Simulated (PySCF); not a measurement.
Correlation energy of Tl⁺ (thallium, charge +1)

[Xe] 4f14 5d10 6s1 6p1, high-spin 3P determinant (an excited configuration). All numbers are calculated (PySCF 2.14, the spin-free X2C one-electron Hamiltonian (Gaussian nucleus), in x2c-QZVPPall). Frozen: [Kr] 4d10 4f14; 20 electrons correlated.

MP2 pair energies summed by pair of shells (mhartree):

| pair | energy | share (%) |
| --- | --- | --- |
| 5d-5d | -277.97 | 50.5 |
| 5p-5d | -112.56 | 20.5 |
| 5d-6s | -45.02 | 8.2 |
| 5p-5p | -35.77 | 6.5 |
| 5d-6p | -23.41 | 4.3 |
| 5s-5d | -23.24 | 4.2 |
| 5s-5p | -17.61 | 3.2 |
| 5p-6s | -5.70 | 1.0 |
| 5s-5s | -3.27 | 0.6 |
| 5p-6p | -2.46 | 0.4 |
| 6s-6p | -2.15 | 0.4 |
| 5s-6s | -0.60 | 0.1 |
| 5s-6p | -0.27 | 0.0 |

Total MP2 correlation energy: -550.04 mhartree.

Same-spin part -193.03 and opposite-spin part -357.02 mhartree; SCS-MP2 scales them by 1/3 and 6/5 to -492.76 mhartree.

The basis was made for the ground configuration and has no added diffuse functions, which can raise the energy of the promoted electron.

This basis was not built for core-valence correlation, so the inner-shell part is incomplete.
